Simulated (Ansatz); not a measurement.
Born–Oppenheimer molecular dynamics of a periodic cell of 31 atoms, Si₂₀H₈CF₂ (surface Si(100)-2x1, underside capped with H, adsorbate CF2, incident energy 0.4 eV, 20° from the normal). It starts from an unrelaxed structure (largest force component 1.39 eV/Å).

Computed with Ansatz, DFT PBE, scalar-relativistic, plane waves, PAW. Settings: accuracy low, PAW set soft_1, cutoff 420 eV, k mesh 1x1x1, fermi-dirac smearing 0.02 eV, no spin polarisation.

| Quantity | Value |
| --- | --- |
| ensemble | NVE (velocity Verlet) |
| time step | 0.5 fs |
| steps asked | 200 |
| starting velocities | zero, but for any typed in the input |
| atoms held | 1 to 12 |
| seed | 538505 |

Frames 0.5 fs apart, positions in Å, forces in eV/Å.

Velocities at 85 fs (Å/ps):

```
H 0.00 0.00 0.00
H 0.00 0.00 0.00
H 0.00 0.00 0.00
H 0.00 0.00 0.00
H 0.00 0.00 0.00
H 0.00 0.00 0.00
H 0.00 0.00 0.00
H 0.00 0.00 0.00
Si 0.00 0.00 0.00
Si 0.00 0.00 0.00
Si 0.00 0.00 0.00
Si 0.00 0.00 0.00
Si -1.31 2.02 -0.98
Si 0.77 2.48 -1.27
Si -1.05 -1.92 -2.69
Si 0.97 -1.49 -2.93
Si -0.47 0.71 -0.87
Si -0.14 -2.27 -5.45
Si 0.01 -7.35 -2.99
Si -0.05 -4.52 -7.10
Si 2.03 2.39 -4.51
Si -1.07 2.37 -4.96
Si 1.58 -0.51 6.23
Si -1.30 -2.46 -3.64
Si 0.67 3.76 2.33
Si 0.49 -1.06 -4.93
Si 6.55 5.56 4.79
Si -3.12 1.92 -1.17
C -1.62 -2.77 -7.22
F 17.52 -13.75 -10.15
F -12.73 14.85 -14.15
```

```xyz
31
Lattice="7.6792 0.0000 0.0000 0.0000 7.6792 0.0000 0.0000 0.0000 21.2555" Properties=species:S:1:pos:R:3:forces:R:3 time_fs=85 energy_less_start_eV=-1.516 T=780
H 3.144 0.000 1.000 -0.96 -0.10 0.20
H 0.696 0.000 1.000 0.95 -0.17 0.03
H 6.983 0.000 1.000 -0.94 -0.15 0.01
H 4.535 0.000 1.000 0.97 -0.10 0.17
H 3.144 3.840 1.000 -1.01 0.09 0.12
H 0.696 3.840 1.000 1.00 0.12 0.08
H 6.983 3.840 1.000 -1.00 0.13 0.07
H 4.535 3.840 1.000 1.01 0.11 0.10
Si 1.920 0.000 1.865 -0.41 -0.42 -0.08
Si 5.759 0.000 1.865 0.38 -0.41 -0.27
Si 1.920 3.840 1.865 -0.08 0.76 -0.22
Si 5.759 3.840 1.865 0.06 0.80 -0.29
Si 1.886 1.928 3.092 -0.06 -0.04 0.33
Si 5.782 1.923 3.080 0.02 0.04 0.34
Si 1.902 5.775 3.338 -0.07 -0.38 -0.94
Si 5.777 5.786 3.321 0.05 -0.40 -0.86
Si -0.020 1.983 4.454 0.04 0.02 0.12
Si 3.846 1.910 4.301 -0.08 0.05 0.03
Si -0.012 5.663 4.691 0.07 1.11 0.06
Si 3.850 5.720 4.581 -0.06 1.29 -0.17
Si 0.048 0.064 5.800 0.27 -0.26 0.39
Si 3.806 0.068 5.760 -0.19 -0.31 0.41
Si 0.043 3.805 6.044 -0.02 -0.37 0.59
Si 3.844 3.790 5.644 -0.09 -0.77 0.05
Si 1.939 0.755 7.019 0.06 -0.21 -0.18
Si 5.762 0.699 6.763 0.06 -0.26 -0.31
Si 2.123 3.223 7.069 0.44 -0.14 0.40
Si 5.639 3.015 6.807 -0.12 -0.23 0.28
C 3.991 3.106 8.551 0.10 0.06 0.52
F 3.464 2.292 9.532 0.96 0.19 -0.63
F 4.845 3.967 9.272 -1.38 -0.05 -0.33
31
Lattice="7.6792 0.0000 0.0000 0.0000 7.6792 0.0000 0.0000 0.0000 21.2555" Properties=species:S:1:pos:R:3:forces:R:3 time_fs=85.5 energy_less_start_eV=-1.535 T=788
H 3.144 0.000 1.000 -0.96 -0.10 0.20
H 0.696 0.000 1.000 0.95 -0.17 0.02
H 6.983 0.000 1.000 -0.94 -0.15 0.01
H 4.535 0.000 1.000 0.97 -0.10 0.17
H 3.144 3.840 1.000 -1.01 0.09 0.12
H 0.696 3.840 1.000 1.00 0.12 0.08
H 6.983 3.840 1.000 -1.00 0.13 0.07
H 4.535 3.840 1.000 1.01 0.11 0.09
Si 1.920 0.000 1.865 -0.42 -0.42 -0.08
Si 5.759 0.000 1.865 0.39 -0.40 -0.27
Si 1.920 3.840 1.865 -0.08 0.77 -0.24
Si 5.759 3.840 1.865 0.06 0.80 -0.31
Si 1.885 1.929 3.092 -0.06 -0.06 0.32
Si 5.783 1.925 3.079 0.02 0.02 0.34
Si 1.901 5.774 3.337 -0.07 -0.38 -0.94
Si 5.778 5.785 3.320 0.05 -0.40 -0.85
Si -0.021 1.983 4.453 0.04 0.04 0.13
Si 3.845 1.909 4.298 -0.08 0.07 0.05
Si -0.012 5.659 4.689 0.07 1.15 0.08
Si 3.850 5.718 4.578 -0.06 1.32 -0.14
Si 0.049 0.066 5.797 0.27 -0.30 0.39
Si 3.806 0.069 5.758 -0.19 -0.35 0.41
Si 0.043 3.805 6.047 -0.03 -0.38 0.58
Si 3.843 3.789 5.643 -0.09 -0.76 0.04
Si 1.939 0.757 7.021 0.06 -0.22 -0.19
Si 5.762 0.698 6.761 0.06 -0.25 -0.32
Si 2.127 3.226 7.071 0.43 -0.17 0.40
Si 5.638 3.015 6.806 -0.11 -0.25 0.28
C 3.990 3.104 8.547 0.11 0.09 0.47
F 3.472 2.285 9.527 0.94 0.19 -0.60
F 4.839 3.975 9.265 -1.38 -0.06 -0.31
31
Lattice="7.6792 0.0000 0.0000 0.0000 7.6792 0.0000 0.0000 0.0000 21.2555" Properties=species:S:1:pos:R:3:forces:R:3 time_fs=86 energy_less_start_eV=-1.553 T=795
H 3.144 0.000 1.000 -0.96 -0.10 0.20
H 0.696 0.000 1.000 0.95 -0.17 0.02
H 6.983 0.000 1.000 -0.94 -0.15 0.01
H 4.535 0.000 1.000 0.97 -0.10 0.17
H 3.144 3.840 1.000 -1.00 0.09 0.12
H 0.696 3.840 1.000 1.00 0.12 0.08
H 6.983 3.840 1.000 -0.99 0.13 0.06
H 4.535 3.840 1.000 1.01 0.11 0.09
Si 1.920 0.000 1.865 -0.42 -0.41 -0.08
Si 5.759 0.000 1.865 0.39 -0.40 -0.27
Si 1.920 3.840 1.865 -0.08 0.77 -0.25
Si 5.759 3.840 1.865 0.06 0.81 -0.33
Si 1.884 1.930 3.091 -0.06 -0.07 0.32
Si 5.783 1.926 3.079 0.03 0.00 0.34
Si 1.901 5.773 3.335 -0.06 -0.37 -0.94
Si 5.778 5.784 3.318 0.05 -0.39 -0.85
Si -0.021 1.983 4.453 0.04 0.05 0.14
Si 3.845 1.908 4.296 -0.08 0.08 0.06
Si -0.012 5.656 4.688 0.08 1.19 0.10
Si 3.850 5.716 4.574 -0.07 1.34 -0.12
Si 0.050 0.067 5.795 0.28 -0.33 0.39
Si 3.805 0.070 5.755 -0.19 -0.38 0.41
Si 0.044 3.805 6.050 -0.03 -0.38 0.58
Si 3.842 3.788 5.641 -0.08 -0.75 0.02
Si 1.940 0.759 7.022 0.06 -0.22 -0.20
Si 5.763 0.698 6.758 0.06 -0.23 -0.32
Si 2.130 3.229 7.074 0.42 -0.19 0.41
Si 5.636 3.016 6.806 -0.10 -0.28 0.29
C 3.989 3.103 8.544 0.12 0.12 0.40
F 3.481 2.279 9.522 0.93 0.19 -0.57
F 4.832 3.982 9.258 -1.38 -0.08 -0.29
31
Lattice="7.6792 0.0000 0.0000 0.0000 7.6792 0.0000 0.0000 0.0000 21.2555" Properties=species:S:1:pos:R:3:forces:R:3 time_fs=86.5 energy_less_start_eV=-1.571 T=802
H 3.144 0.000 1.000 -0.96 -0.10 0.20
H 0.696 0.000 1.000 0.95 -0.17 0.02
H 6.983 0.000 1.000 -0.94 -0.15 0.01
H 4.535 0.000 1.000 0.97 -0.10 0.17
H 3.144 3.840 1.000 -1.00 0.09 0.12
H 0.696 3.840 1.000 1.00 0.12 0.07
H 6.983 3.840 1.000 -0.99 0.13 0.06
H 4.535 3.840 1.000 1.01 0.11 0.09
Si 1.920 0.000 1.865 -0.43 -0.41 -0.08
Si 5.759 0.000 1.865 0.40 -0.39 -0.27
Si 1.920 3.840 1.865 -0.08 0.78 -0.27
Si 5.759 3.840 1.865 0.06 0.82 -0.34
Si 1.884 1.931 3.091 -0.06 -0.09 0.32
Si 5.784 1.927 3.078 0.03 -0.02 0.33
Si 1.900 5.772 3.334 -0.06 -0.37 -0.94
Si 5.779 5.783 3.317 0.05 -0.39 -0.84
Si -0.021 1.984 4.452 0.04 0.06 0.15
Si 3.845 1.907 4.293 -0.08 0.09 0.07
Si -0.012 5.652 4.686 0.08 1.23 0.11
Si 3.850 5.714 4.571 -0.07 1.37 -0.10
Si 0.051 0.068 5.793 0.28 -0.36 0.39
Si 3.804 0.071 5.753 -0.19 -0.42 0.41
Si 0.045 3.805 6.053 -0.04 -0.39 0.57
Si 3.842 3.787 5.639 -0.07 -0.73 0.00
Si 1.940 0.761 7.023 0.06 -0.22 -0.21
Si 5.763 0.697 6.756 0.06 -0.22 -0.33
Si 2.134 3.232 7.076 0.41 -0.22 0.42
Si 5.634 3.017 6.805 -0.10 -0.30 0.30
C 3.988 3.102 8.540 0.13 0.15 0.34
F 3.490 2.272 9.516 0.92 0.20 -0.54
F 4.825 3.990 9.251 -1.38 -0.10 -0.26
31
Lattice="7.6792 0.0000 0.0000 0.0000 7.6792 0.0000 0.0000 0.0000 21.2555" Properties=species:S:1:pos:R:3:forces:R:3 time_fs=87 energy_less_start_eV=-1.589 T=810
H 3.144 0.000 1.000 -0.96 -0.10 0.20
H 0.696 0.000 1.000 0.95 -0.17 0.02
H 6.983 0.000 1.000 -0.94 -0.15 0.01
H 4.535 0.000 1.000 0.97 -0.10 0.17
H 3.144 3.840 1.000 -1.00 0.09 0.12
H 0.696 3.840 1.000 1.00 0.12 0.07
H 6.983 3.840 1.000 -0.99 0.13 0.06
H 4.535 3.840 1.000 1.01 0.11 0.09
Si 1.920 0.000 1.865 -0.43 -0.41 -0.08
Si 5.759 0.000 1.865 0.40 -0.38 -0.27
Si 1.920 3.840 1.865 -0.08 0.78 -0.29
Si 5.759 3.840 1.865 0.06 0.83 -0.36
Si 1.883 1.932 3.091 -0.06 -0.11 0.32
Si 5.784 1.928 3.078 0.03 -0.04 0.33
Si 1.900 5.771 3.332 -0.06 -0.36 -0.93
Si 5.779 5.782 3.315 0.05 -0.38 -0.83
Si -0.021 1.984 4.452 0.04 0.08 0.16
Si 3.845 1.906 4.290 -0.08 0.11 0.08
Si -0.012 5.649 4.685 0.08 1.27 0.13
Si 3.850 5.712 4.567 -0.07 1.39 -0.07
Si 0.052 0.069 5.791 0.28 -0.40 0.40
Si 3.804 0.072 5.750 -0.19 -0.45 0.41
Si 0.046 3.804 6.057 -0.04 -0.39 0.56
Si 3.841 3.785 5.637 -0.07 -0.72 -0.02
Si 1.940 0.762 7.024 0.06 -0.22 -0.22
Si 5.763 0.697 6.753 0.06 -0.21 -0.33
Si 2.137 3.234 7.079 0.40 -0.24 0.42
Si 5.633 3.018 6.805 -0.09 -0.33 0.30
C 3.988 3.100 8.537 0.14 0.17 0.27
F 3.500 2.265 9.511 0.90 0.20 -0.51
F 4.818 3.997 9.243 -1.37 -0.11 -0.23
31
Lattice="7.6792 0.0000 0.0000 0.0000 7.6792 0.0000 0.0000 0.0000 21.2555" Properties=species:S:1:pos:R:3:forces:R:3 time_fs=87.5 energy_less_start_eV=-1.607 T=817
H 3.144 0.000 1.000 -0.96 -0.10 0.20
H 0.696 0.000 1.000 0.95 -0.17 0.02
H 6.983 0.000 1.000 -0.94 -0.15 0.01
H 4.535 0.000 1.000 0.97 -0.10 0.17
H 3.144 3.840 1.000 -1.00 0.08 0.12
H 0.696 3.840 1.000 1.00 0.12 0.07
H 6.983 3.840 1.000 -0.99 0.13 0.06
H 4.535 3.840 1.000 1.01 0.11 0.09
Si 1.920 0.000 1.865 -0.44 -0.40 -0.08
Si 5.759 0.000 1.865 0.41 -0.37 -0.27
Si 1.920 3.840 1.865 -0.08 0.78 -0.30
Si 5.759 3.840 1.865 0.06 0.83 -0.38
Si 1.882 1.933 3.090 -0.06 -0.13 0.31
Si 5.784 1.929 3.077 0.03 -0.06 0.33
Si 1.899 5.770 3.330 -0.06 -0.35 -0.93
Si 5.779 5.782 3.313 0.05 -0.38 -0.83
Si -0.021 1.984 4.452 0.04 0.09 0.18
Si 3.845 1.905 4.287 -0.08 0.12 0.09
Si -0.012 5.646 4.683 0.08 1.30 0.15
Si 3.850 5.710 4.563 -0.07 1.40 -0.05
Si 0.053 0.070 5.789 0.28 -0.43 0.40
Si 3.803 0.073 5.748 -0.19 -0.48 0.41
Si 0.046 3.804 6.060 -0.05 -0.39 0.55
Si 3.841 3.784 5.635 -0.06 -0.70 -0.03
Si 1.941 0.764 7.025 0.06 -0.23 -0.23
Si 5.763 0.696 6.751 0.06 -0.19 -0.34
Si 2.140 3.237 7.081 0.39 -0.27 0.43
Si 5.631 3.019 6.804 -0.08 -0.35 0.31
C 3.987 3.099 8.534 0.15 0.20 0.20
F 3.509 2.258 9.506 0.89 0.20 -0.47
F 4.811 4.004 9.236 -1.36 -0.13 -0.21
31
Lattice="7.6792 0.0000 0.0000 0.0000 7.6792 0.0000 0.0000 0.0000 21.2555" Properties=species:S:1:pos:R:3:forces:R:3 time_fs=88 energy_less_start_eV=-1.625 T=825
H 3.144 0.000 1.000 -0.96 -0.10 0.21
H 0.696 0.000 1.000 0.95 -0.17 0.02
H 6.983 0.000 1.000 -0.93 -0.15 0.01
H 4.535 0.000 1.000 0.97 -0.10 0.17
H 3.144 3.840 1.000 -1.00 0.08 0.12
H 0.696 3.840 1.000 0.99 0.12 0.07
H 6.983 3.840 1.000 -0.99 0.13 0.06
H 4.535 3.840 1.000 1.01 0.11 0.09
Si 1.920 0.000 1.865 -0.44 -0.40 -0.08
Si 5.759 0.000 1.865 0.41 -0.36 -0.27
Si 1.920 3.840 1.865 -0.08 0.78 -0.32
Si 5.759 3.840 1.865 0.06 0.84 -0.40
Si 1.882 1.934 3.090 -0.06 -0.14 0.31
Si 5.785 1.931 3.077 0.03 -0.08 0.33
Si 1.899 5.769 3.329 -0.06 -0.34 -0.92
Si 5.780 5.781 3.311 0.04 -0.37 -0.82
Si -0.022 1.985 4.451 0.04 0.10 0.19
Si 3.845 1.903 4.285 -0.08 0.13 0.11
Si -0.012 5.643 4.682 0.08 1.33 0.16
Si 3.850 5.709 4.560 -0.07 1.42 -0.03
Si 0.054 0.071 5.787 0.28 -0.46 0.40
Si 3.803 0.074 5.746 -0.19 -0.51 0.42
Si 0.047 3.803 6.064 -0.05 -0.39 0.54
Si 3.840 3.782 5.633 -0.06 -0.67 -0.05
Si 1.941 0.766 7.026 0.06 -0.23 -0.24
Si 5.764 0.695 6.748 0.06 -0.18 -0.34
Si 2.144 3.240 7.084 0.37 -0.30 0.43
Si 5.630 3.020 6.804 -0.07 -0.37 0.32
C 3.986 3.098 8.530 0.16 0.23 0.13
F 3.518 2.252 9.500 0.88 0.20 -0.44
F 4.804 4.012 9.229 -1.36 -0.14 -0.18
```

Of the whole run (100 fs, mean temperature of the second half 635 K): The conserved energy stayed within 0.0048 meV per atom of its start (net change -0.0047 meV per atom), so the integration is sound. A run of 0.1 ps of so small a system gives no equilibrium averages. Limits of this set-up: coarse k mesh, thin slab, slab without dipole correction, no dispersion correction for a molecule that may bind weakly, low accuracy level.

The run took 15 min on 1 thread of Arm Neoverse V2 (shared host), peak memory 0.87 GiB.
